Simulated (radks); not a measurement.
Q: All-electron atom: Ce IV in [Xe] 6s1 (not the ground configuration). Method: Dirac Kohn-Sham, PBE, spin-unpolarised, spherical densities, finite nucleus; Fermi nuclear charge, rms radius 4.8771 fm; computed with a radial shooting solver on a logarithmic mesh with Libxc functionals.

Spin-orbit splittings of the eigenvalues, e(l+1/2) - e(l-1/2), with zeta = 2 splitting/(2l+1) and mean radii in bohr:

| shell | occ. | splitting (eV) | zeta (eV) | <r> j=l-1/2 | <r> j=l+1/2 |
|---|---|---|---|---|---|
| 2p | 6 | 446.5 | 297.7 | 0.08795 | 0.09416 |
| 3p | 6 | 87.73 | 58.49 | 0.2681 | 0.2803 |
| 3d | 10 | 18.83 | 7.532 | 0.2514 | 0.2552 |
| 4p | 6 | 19.04 | 12.69 | 0.6535 | 0.6801 |
| 4d | 10 | ? | ? | 0.7318 | 0.7411 |
| 5p | 6 | 3.179 | 2.120 | 1.611 | 1.677 |

Estimate the 4d splitting.

A: 3.370 eV (zeta = 1.348 eV).
